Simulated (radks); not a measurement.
Results of a calculation; reference values are marked as such.
Spherical quantum dot in the effective-mass picture: electrons in a hard-walled sphere of radius 1.34, all in effective atomic units (hartree* = m*/eps^2 hartree, bohr* = eps/m* bohr), one dielectric constant everywhere. Level of theory: non-relativistic Kohn-Sham, PBEsol, spin-polarised, spherical densities (a radial shooting solver with Libxc functionals). Levels are named by radial order and angular momentum (1s, 1p, 1d, 2s, ...), and open shells are averaged over m.

N = 32, configuration 1s2 1p6 1d10 2s(up 1, down 0) 1f(up 7, down 6). This is the lowest configuration that the search found. Occupied and some empty levels:

level,occupation,eigenvalue (hartree*),<r> (bohr*)
1s up,1,34.875,0.8179
1s down,1,34.961,0.8234
1p up,3,36.740,0.8857
1p down,3,36.794,0.8867
1d up,5,39.605,0.9316
1d down,5,39.651,0.9317
2s up,1,43.324,0.6177
1f up,7,43.344,0.9662
1f down,6,43.389,0.9661
2s down,0,43.661,0.6222
1g up,0,47.891,0.9936
1g down,0,47.937,0.9935
2p up,0,48.610,0.7038
2p down,0,48.787,0.7074
2d up,0,54.674,0.7635
2d down,0,54.774,0.7654

Energy (hartree*): total 799.272, kinetic 333.64, external 0, Hartree 507.59, exchange-correlation -41.952.

Electron density:

r (bohr*),n(r) (e/bohr*^3)
0.0710,2.410
0.171,2.258
0.271,2.071
0.371,1.997
0.471,2.215
0.571,2.865
0.671,3.941
0.772,5.179
0.872,6.032
0.972,5.865
1.07,4.380
1.17,2.121
1.27,0.3688
